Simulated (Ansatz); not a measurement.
Relaxation of CH6FNOSi (11 atoms, charge 0, multiplicity 1), to a largest force component of 0.015 eV/Å in at most 40 steps.

The calculation used RKS PBE/def2-SVP (Ansatz 0.2.0).

```xyz
11
Properties=species:S:1:pos:R:3
N -0.700 -1.048 1.182
C 0.561 -0.680 0.616
F 1.281 -0.203 1.634
Si 0.577 0.646 -0.737
O -0.801 0.445 -1.776
H -1.402 -1.181 0.411
H -1.067 -0.192 1.685
H 1.079 -1.571 0.235
H 0.331 2.000 -0.092
H 1.742 0.639 -1.530
H -1.534 1.089 -1.607
```

Problem. Where does it end, and by what steps?

Solution. The run converged. After 24 steps the energy has fallen by 0.678 eV; H6 moved furthest, 1.56 Å.

```tsv
step	energy less start (eV)	largest force component (eV/Å)	accepted
0	0.0000	3.048	yes
1	-0.2918	0.995	yes
2	-0.3617	0.261	yes
3	-0.3908	0.435	yes
4	-0.4120	0.733	yes
5	-0.4347	0.429	yes
6	-0.4647	0.231	yes
7	-0.4784	0.439	yes
8	-0.4800	0.903	yes
9	-0.4971	0.499	yes
10	-0.5054	0.486	yes
11	-0.5213	0.207	yes
12	-0.5259	0.231	yes
13	-0.5284	0.674	yes
14	-0.5702	0.742	yes
15	-0.4720	2.852	no
16	-0.6154	0.706	yes
17	-0.6555	0.756	yes
18	-0.6710	0.307	yes
19	-0.6748	0.132	yes
20	-0.6769	0.055	yes
21	-0.6774	0.020	yes
22	-0.6778	0.020	yes
23	-0.6778	0.016	yes
24	-0.6779	0.013	yes
```

```xyz
11
Properties=species:S:1:pos:R:3
N -0.853 -0.898 1.168
C 0.340 -0.742 0.442
F 1.512 -0.525 1.270
Si 0.347 0.801 -0.681
O -0.812 0.582 -1.883
H -0.867 -1.728 1.772
H -1.106 -0.071 1.720
H 0.551 -1.675 -0.126
H 0.033 1.980 0.209
H 1.720 0.982 -1.269
H -0.801 1.238 -2.601
```

Whether the end is a true minimum wasn't checked by a vibrational analysis.

The run took 63 s on 2 threads of Arm Neoverse V1 (shared host), peak memory 0.18 GiB.
